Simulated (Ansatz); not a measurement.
Gas-phase reaction R1 → P1, each structure at its B3LYP-D3(BJ)/def2-TZVP stationary point, reached from a drawn start; harmonic modes at that level show minima.
R1, C2H4F2 (SMILES FCCF) (charge 0, multiplicity 1):
| atom | x (Å) | y (Å) | z (Å) |
|---|---|---|---|
| F | -1.3814 | 0.8903 | -0.6460 |
| C | -0.7391 | -0.1419 | 0.0294 |
| C | 0.7518 | 0.0274 | -0.0362 |
| F | 1.1618 | 1.0896 | 0.7625 |
| H | -1.0235 | -1.0854 | -0.4453 |
| H | -1.0841 | -0.1323 | 1.0655 |
| H | 1.2415 | -0.8797 | 0.3296 |
| H | 1.0730 | 0.2321 | -1.0597 |
P1, C2H4F2 (SMILES FCCF) (charge 0, multiplicity 1):
```tsv
atom	x (Å)	y (Å)	z (Å)
F	-1.3520	0.9584	-0.6523
C	-0.7511	-0.0912	0.0384
C	0.7511	0.0912	-0.0384
F	1.3520	-0.9586	0.6520
H	-1.0558	-1.0301	-0.4271
H	-1.0962	-0.0657	1.0734
H	1.0961	0.0660	-1.0734
H	1.0558	1.0299	0.4274
```

P less R. No zero-point or thermal terms. One arrangement of each flexible species, with no search for the lowest.

Cores are frozen in the correlated methods.

Run with Ansatz (Gaussian orbitals). All values are computed, each at the level named.

Total energies in hartree:

| structure | PBE/def2-TZVPP | r2SCAN/def2-TZVPP | CCSD(T)/cc-pVQZ |
|---|---|---|---|
| R1 | -278.114800 | -278.279604 | -278.017960 |
| P1 | -278.112721 | -278.277657 | -278.016776 |

### Question
Work out the reaction energy at each level in kcal/mol (1 hartree = 627.50947 kcal/mol), and say how far PBE/def2-TZVPP lies from CCSD(T)/cc-pVQZ.

### Answer
- PBE/def2-TZVPP: (-278.112721) − (-278.114800) = 0.002079 hartree = 1.30 kcal/mol
- r2SCAN/def2-TZVPP: (-278.277657) − (-278.279604) = 0.001947 hartree = 1.22 kcal/mol
- CCSD(T)/cc-pVQZ: (-278.016776) − (-278.017960) = 0.001184 hartree = 0.74 kcal/mol
PBE/def2-TZVPP less CCSD(T)/cc-pVQZ: 0.56 kcal/mol. CCSD(T)/cc-pVQZ is the level counted from, the highest shown, and no exact or measured value.

Ansatz is a program for electronic structure.
